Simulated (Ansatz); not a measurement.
A nudged elastic band was laid between two geometries of FGeH3O2 + H3Si (11 atoms, charge 0, multiplicity 2).

Theory: Ansatz 0.2.0, UKS PBE/def2-SVP.

```yaml
movable_images: 5
climbing_image: yes
spring: 5.0 eV/Å²
optimiser: quadratic models (default)
start_path: straight line
force_threshold: 0.05 eV/Å
iteration_limit: 60
end_points: relaxed
```

First end point:

```xyz
11
Properties=species:S:1:pos:R:3
Ge -0.322 -0.075 -0.115
H -0.131 0.016 1.417
F 1.241 -0.372 -0.873
O -1.003 1.465 -0.675
H -1.352 1.370 -1.582
O -1.356 -1.401 -0.715
H -0.796 -2.116 -1.076
Si 0.161 0.131 4.357
H -0.568 -1.150 4.656
H 1.566 0.106 4.892
H -0.602 1.330 4.850
```

Last end point:

```xyz
11
Properties=species:S:1:pos:R:3
Ge -0.160 0.050 -0.375
H 0.009 0.046 2.633
F 1.512 -0.080 -0.936
O -0.776 1.527 -1.198
H -1.753 1.542 -1.165
O -1.110 -1.328 -1.069
H -0.733 -2.186 -0.787
Si -0.027 -0.044 4.140
H -0.750 -1.300 4.535
H 1.378 -0.077 4.671
H -0.754 1.152 4.686
```

Problem. Which bonds break or form, and what moves?

Solution. Bonds broken: Ge1–H2. Bonds formed: H2–Si8. FGeH3O2 + H3Si becomes FGeH2O2 + H4Si.

Problem. What energy profile does the band end with?

Solution. The forces met the threshold. The highest image is number 2 of 0 to 6, 0.012 eV above the first end and 0.340 eV above the last; the last end lies 0.329 eV below the first. Another band between the same ends (5 images) ends at a top of the same energy, where a vibrational analysis finds 1 clearly imaginary mode.

| image | path coordinate (Å) | energy (eV) | Ge1–H2 (Å) | H2–Si8 (Å) |
| --- | --- | --- | --- | --- |
| 0 | 0.00 | 0.000 | 1.55 | 2.96 |
| 1 | 0.52 | 0.004 | 1.56 | 2.64 |
| 2 | 1.05 | 0.012 | 1.60 | 2.28 |
| 3 | 1.58 | -0.180 | 2.07 | 1.65 |
| 4 | 2.11 | -0.297 | 2.46 | 1.53 |
| 5 | 2.63 | -0.323 | 2.74 | 1.51 |
| 6 | 3.16 | -0.329 | 3.01 | 1.51 |

Problem. What is the geometry of the highest image?

Solution. 
```xyz
11
Properties=species:S:1:pos:R:3:forces:R:3
Ge -0.257 -0.050 0.097 0.01 0.02 0.00
H -0.077 -0.006 1.687 0.00 0.00 0.00
F 1.328 -0.277 -0.648 0.00 0.00 0.00
O -0.974 1.493 -0.419 -0.01 -0.01 0.00
H -1.355 1.401 -1.314 0.01 0.00 0.01
O -1.268 -1.357 -0.590 -0.02 0.00 0.00
H -0.709 -2.116 -0.847 0.01 -0.01 -0.01
Si 0.050 0.068 3.959 0.00 -0.01 -0.04
H -0.681 -1.190 4.332 -0.01 -0.03 0.02
H 1.467 0.048 4.457 0.03 0.00 0.01
H -0.688 1.290 4.423 -0.02 0.03 0.01
```

Time of the run: 120 s on 4 threads of Arm Neoverse V2, with other jobs on the host, peak memory 0.22 GiB.
